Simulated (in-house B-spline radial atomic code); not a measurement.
A fraction x of an electron is removed from 6s in Ba+, starting from [Xe] 6s1 and keeping the highest spin. Level of theory: scalar-relativistic (X2C) BLYP, spin-polarised, spherical fractional occupations, Fermi nucleus of rms radius 4.8378 fm; calculated with an all-electron radial atomic-structure program (B-spline basis).

| x | E(x) - E(0) (eV) | 6s up level (eV) |
| --- | --- | --- |
| 0 | 0.0000 | -7.785 |
| 0.12 | 0.9680 | -8.348 |
| 0.18 | 1.4773 | -8.631 |
| 0.27 | 2.2733 | -9.057 |
| 0.47 | 4.1799 | -10.010 |
| 0.5 | 4.4824 | -10.154 |
| 0.58 | 5.3100 | -10.538 |
| 0.64 | 5.9509 | -10.826 |
| 0.84 | 8.2127 | -11.792 |
| 0.97 | 9.7866 | -12.420 |
| 1 | 10.1613 | - |

The exact functional would give a straight line between the two integer points. Deviations E(x) - E(0) - x[E(1) - E(0)], in eV: -0.251 at x = 0.12, -0.352 at x = 0.18, -0.47 at x = 0.27, -0.596 at x = 0.47, -0.598 at x = 0.5, -0.584 at x = 0.58, -0.552 at x = 0.64, -0.323 at x = 0.84, -0.07 at x = 0.97.

The curve lies below the straight line by up to 0.598 eV (at x = 0.5): convex, the delocalisation error that favours fractional charges.

(1) How well does Slater's transition state (minus the level at half occupation) give the ionisation energy?

## Answers

(1) It gives 10.154 eV against 10.161 eV from the two total energies; NIST lists 10.00 eV, ground level to ground level.
